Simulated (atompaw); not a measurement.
**Which change was made? (Cl, PAW (atompaw))**

* Element: chlorine (Cl)
* Generator: atompaw 4.2.0.5
* Type: PAW
* Functional: PBE
* Relativity: scalar-relativistic
* Frozen core: [Ne]
* Valence charge: 7
* Reference configuration: 3s2 3p3 (charge +2)
* Partial waves: 3s (bound): rc 1.45 bohr; 3s channel at -2.65 Ry: rc 1.45 bohr; 3p (bound): rc 1.20 bohr; 3p channel at -1.7 Ry: rc 1.20 bohr
* Local potential: bessel scheme, radius 1.15 bohr
* Core correction: smooth core density matched at 0.95 bohr
* Augmentation charge: sinc compensation charge, radius 1.05 bohr; PAW radius 1.45 bohr; waves and projectors: custom rrkj vanderbiltortho

Cutoffs, loose and tight: the cutoffs (Ry, on a coarse ladder) from which the occupation-weighted sum of valence levels, in a spherical-Bessel basis at the reference potential, stays within 10 and 1 mRy of its value at 400 Ry. They see the waves, projectors and local potential, not the compensation charge or the core.

The base gives: outcome: generated; cutoff, loose: 15 Ry; cutoff, tight: 40 Ry; bound ghosts: none.

Problem. After one change the result is: outcome: generated; cutoff, loose: 35 Ry; cutoff, tight: 55 Ry; bound ghosts: none. Which change was it?
A. augmentation gaussian compensation charge, radius 1.05 bohr; PAW radius 1.45 bohr; waves and projectors: custom rrkj vanderbiltortho
B. all radii scaled by about 1.20 (s 1.74, p 1.44 bohr); local potential bessel scheme, radius 1.38 bohr; augmentation sinc compensation charge, radius 1.26 bohr; PAW radius 1.74 bohr; waves and projectors: custom rrkj vanderbiltortho; core correction smooth core density matched at 1.14 bohr
C. wave 3s (bound): rc 1.45 bohr becomes 3s (bound): rc 1.28 bohr
D. augmentation sinc compensation charge, radius 1.05 bohr; PAW radius 1.45 bohr; waves and projectors: custom polynom vanderbiltortho

Solution. D. The others give: wave 3s (bound): rc 1.45 bohr becomes 3s (bound): rc 1.28 bohr → outcome: generated; cutoff, loose: 18 Ry; cutoff, tight: 50 Ry; bound ghosts: none | all radii scaled by about 1.20 (s 1.74, p 1.44 bohr); local potential bessel scheme, radius 1.38 bohr; augmentation sinc compensation charge, radius 1.26 bohr; PAW radius 1.74 bohr; waves and projectors: custom rrkj vanderbiltortho; core correction smooth core density matched at 1.14 bohr → outcome: generated, no UPF (negative core plus compensation charge); cutoff, loose: 25 Ry; cutoff, tight: 40 Ry; bound ghosts: none | augmentation gaussian compensation charge, radius 1.05 bohr; PAW radius 1.45 bohr; waves and projectors: custom rrkj vanderbiltortho → outcome: generated, no UPF (negative core plus compensation charge); cutoff, loose: 15 Ry; cutoff, tight: 40 Ry; bound ghosts: none.
